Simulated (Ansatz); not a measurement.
**A geometry optimisation of BClH2SiSn+ with B3LYP-D3(BJ)/def2-SVP**

The starting geometry of this gas-phase doublet was optimised with GFN2-xTB.

```yaml
atoms:
  - { symbol: B, position_ang: [-2.9342, -2.6399, 0.9367] }
  - { symbol: Cl, position_ang: [-0.0428, 0.8874, 3.6107] }
  - { symbol: Si, position_ang: [-1.7150, -1.1607, 0.8583] }
  - { symbol: Sn, position_ang: [0.1415, 0.9507, 1.2876] }
  - { symbol: H, position_ang: [-3.3270, -3.0428, 1.9626] }
  - { symbol: H, position_ang: [-3.2944, -3.1906, -0.0302] }
```

Predict what it relaxes into with B3LYP-D3(BJ)/def2-SVP.

A new bond forms, giving a structure with Cl2 bridging Si3 and Sn4, given below by its coordinates. Distances that change by over a tenth: Cl2–Sn4 (2.33 → 2.76 Å). Contacts that close: Cl2–Si3 (3.82 → 2.22 Å).

The energy falls by 0.79 eV over 19 steps:

```json
{"step": "1", "E − E(last) (eV)": "0.789"}
{"step": "3", "E − E(last) (eV)": "0.652"}
{"step": "5", "E − E(last) (eV)": "0.577"}
{"step": "7", "E − E(last) (eV)": "0.384"}
{"step": "9", "E − E(last) (eV)": "0.136"}
{"step": "11", "E − E(last) (eV)": "0.006"}
{"step": "13", "E − E(last) (eV)": "0.001"}
{"step": "15", "E − E(last) (eV)": "0.000"}
{"step": "17", "E − E(last) (eV)": "0.000"}
{"step": "19", "E − E(last) (eV)": "0.000"}
```

Final geometry (Å):

```xyz
6

B    -2.7629   -2.4405    1.1456
Cl   -0.9309   -0.1533    3.1356
Si   -1.4617   -0.9202    1.1255
Sn    0.2220    1.0318    0.9282
H    -3.1586   -2.8237    2.2096
H    -3.0798   -2.8900    0.0812
```

Frequencies at the end are all real (lowest 52 cm⁻¹). Open shells are spin-unrestricted. Atoms past krypton carry core potentials, without spin–orbit terms. Run with Ansatz 0.2.0, 84 s on 2 threads of Intel(R) Xeon(R) Platinum 8259CL CPU @ 2.50GHz (Skylake/Cascade Lake), on a shared host.
